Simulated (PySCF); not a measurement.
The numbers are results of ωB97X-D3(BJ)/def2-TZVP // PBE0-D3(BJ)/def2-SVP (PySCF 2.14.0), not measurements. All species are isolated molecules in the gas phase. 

Reference species (SMILES): `c12ccc(Cl)c([SiH3])c1ccs2` (neutral, multiplicity 1).

| Item | Result |
|---|---|
| HOMO–LUMO gap | 9.25 eV |
| dipole moment | 1.70 D |

Changed species: `[SiH3]c1c(Cl)ccc2ccsc12`.

Question: Predict the effect on the HOMO–LUMO gap and dipole moment.

Answer: the HOMO–LUMO gap decreases by 0.03 eV, to 9.22 eV; the dipole moment rises by 0.69 D, to 2.39 D.
